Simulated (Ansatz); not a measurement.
`B[Si](C)(F)[SiH3]` and `C[Si](F)([SiH3])[SiH3]` differ in one atom or group.

Ansatz, PBE0-D4/def2-TZVP geometries, multiplicity 1. 

```json
{"property": "LUMO energy (B3LYP/def2-TZVPP) / eV", "`B[Si](C)(F)[SiH3]`": "-2.79"}
{"property": "HOMO–LUMO gap (PBE0/def2-TZVPP) / eV", "`B[Si](C)(F)[SiH3]`": "5.00"}
{"property": "HOMO–LUMO gap (PBE/def2-TZVPP) / eV", "`B[Si](C)(F)[SiH3]`": "2.94"}
{"property": "HOMO energy (PBE/def2-TZVPP) / eV", "`B[Si](C)(F)[SiH3]`": "-6.47"}
{"property": "size of the dipole moment (ωB97M-V/def2-TZVPP) / D", "`B[Si](C)(F)[SiH3]`": "1.60"}
{"property": "LUMO energy (PBE0/def2-TZVPP) / eV", "`B[Si](C)(F)[SiH3]`": "-2.60"}
```

(1) Give the same properties after the change, and the shifts. (Best estimate.)

## Answers

(1) The calculation gave: 
```tsv
property	`C[Si](F)([SiH3])[SiH3]`	shift
LUMO energy (B3LYP/def2-TZVPP) / eV	-0.82	1.97
HOMO–LUMO gap (PBE0/def2-TZVPP) / eV	6.95	1.95
HOMO–LUMO gap (PBE/def2-TZVPP) / eV	5.01	2.07
HOMO energy (PBE/def2-TZVPP) / eV	-6.52	-0.05
size of the dipole moment (ωB97M-V/def2-TZVPP) / D	1.47	-0.13
LUMO energy (PBE0/def2-TZVPP) / eV	-0.67	1.93
```

Dipoles are sizes alone; their direction can turn.

B3LYP here is the variant with VWN-RPA as its local correlation; programs differ in this.
